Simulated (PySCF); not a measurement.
# A small calculation by hand: chemical shift, span and skew from a shielding tensor

C₂H₃Cl₂FSi, SMILES Cl/C=C(/F)[SiH2]Cl. Atoms are numbered in the order given.

```xyz
9

F      0.4509     2.1306    -1.0213
C      0.5377     0.9770    -0.3416
C      1.6490     0.2473    -0.4924
Cl     1.8608    -1.2572     0.3067
Si    -0.9500     0.5491     0.7392
Cl    -2.1015    -0.8952    -0.1861
H      2.4734     0.5636    -1.1371
H     -0.5041     0.0293     2.0562
H     -1.7548     1.7900     0.8777
```
Charge 0, spin multiplicity 1.

The structure is a stationary point at PBE0-D3(BJ)/def2-SVP. The structure was generated by enumeration; whether it is a known compound was not checked. Other conformers were not sampled.

GIAO shieldings from HF/pcSseg-1 (PySCF), non-relativistic, no solvent. The symmetric part of the tensor of F1 has the principal values 281.7, 336.6, 435.3 ppm. The same nucleus in CFCl3 has σ = 238.5 ppm at this level (PySCF, at its B3LYP-D3(BJ)/def2-TZVP geometry). Without spin–orbit terms, shifts of atoms bonded to Cl or Br come out too high.

Q: Work out the isotropic shielding, the ¹⁹F shift against CFCl3, the span and the skew.

A: 
σ(iso) = (σ11 + σ22 + σ33)/3 = 351.2 ppm. δ = σ(ref) − σ(iso) = 238.5 − (351.2) = -112.7 ppm.
Span Ω = σ33 − σ11 = 153.6 ppm. Skew κ = 3(σ(iso) − σ22)/Ω = 0.29. Tumbling in solution averages the tensor to δ; in a static solid the shielding alone would spread this spin-1/2 line over Ω.
